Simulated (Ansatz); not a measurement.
C₄H₁₀Ga (SMILES C[CH2][Ga+][CH2]C), charge +1, singlet, at a GFN2-xTB geometry (such geometries of metal compounds can be far from the true shape); HF/6-31G* (Ansatz, a program for electronic structure).

Here is a job for Ansatz.
Ansatz 0.2 input:
```yaml
crystal:
  periodic: [false, false, false]
  atoms:
    - {symbol: Ga, position_ang: [-0.06165786, 0.01176005, 0.13691187]}
    - {symbol: C, position_ang: [1.66909608, -0.90750982, 0.97669008]}
    - {symbol: C, position_ang: [1.78074598, -2.36640149, 0.56561244]}
    - {symbol: H, position_ang: [1.56043898, -0.79232305, 2.06129048]}
    - {symbol: H, position_ang: [2.51939496, -0.31357011, 0.62240419]}
    - {symbol: H, position_ang: [1.87194044, -2.47910199, -0.51618546]}
    - {symbol: H, position_ang: [0.92989129, -2.95379643, 0.91461952]}
    - {symbol: H, position_ang: [2.67964241, -2.78814035, 1.01681932]}
    - {symbol: C, position_ang: [-1.79398570, 0.94519176, -0.68341230]}
    - {symbol: C, position_ang: [-1.45537834, 2.29066249, -1.30409025]}
    - {symbol: H, position_ang: [-2.49524523, 1.04233967, 0.15336149]}
    - {symbol: H, position_ang: [-2.19064808, 0.23896438, -1.42173093]}
    - {symbol: H, position_ang: [-0.74454729, 2.19248551, -2.12653161]}
    - {symbol: H, position_ang: [-1.05381448, 2.98882992, -0.56776613]}
    - {symbol: H, position_ang: [-2.36852758, 2.72809334, -1.70934893]}
basis:
  gaussian:
    orbitals: 6-31G*
hamiltonian:
  xc: hf
total_charge: 1
accuracy: high
```

It wrote (shortened):

```
Functional definition: HF
2704 factors; integrals over basis functions are off by at most 4.2e-8 eV
mean field evaluation 1: about -56595.0927 eV, gradient 4.2e1 eV
mean field evaluation 2: about -56595.1609 eV, gradient 4.2e1 eV
mean field evaluation 4: about -56599.9164 eV, gradient 4.2e0 eV
mean field evaluation 8: about -56599.9745 eV, gradient 2.5e-1 eV
mean field -56599.97480680 eV, -2080.0107093092 hartree, gradient 2.6e-8 eV, S^2 0.000000; 0 other end points of the search recorded, 0 dependent functions left out
reference -56599.97480680 eV, -2080.0107093092 hartree; 32, 32 occupied and 83, 83 virtual orbitals, 2704 factors
Total energy: -56599.97480680 eV, -2080.0107093092 hartree
```
